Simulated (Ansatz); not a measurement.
Mulliken charges of `[OH][Al]([OH])[SH]` from PBE/def2-TZVPP in Ansatz (PBE0-D4/def2-TZVP geometry).

| atom | x (Å) | y (Å) | z (Å) | charge (e) |
| --- | --- | --- | --- | --- |
| O1 | -1.121 | 0.953 | -0.090 | -0.359 |
| Al2 | 0.168 | -0.135 | 0.014 | 0.523 |
| O3 | 1.451 | -0.047 | 1.106 | -0.359 |
| S4 | 0.190 | -1.799 | -1.373 | -0.274 |
| H5 | -1.246 | 1.724 | 0.459 | 0.172 |
| H6 | 1.579 | 0.622 | 1.774 | 0.170 |
| H7 | -0.960 | -1.386 | -1.937 | 0.128 |

Question: By hand: the dipole of these point charges (1 e Å = 4.8032 D).

Answer: Σ q r = (-0.151, 0.322, 0.151) e Å, of length 0.386 e Å = 1.85 D.

Question: How does the dipole of the full density compare? (Best estimate.)

Answer: Ansatz gave: (-0.124, 0.498, 0.322) e Å, 2.91 D; the point charges give 0.64 times that, at 13° from its direction.

Point charges leave out the atoms' own dipoles, such as those of lone pairs, and Mulliken's split depends on the basis, so the two needn't agree.
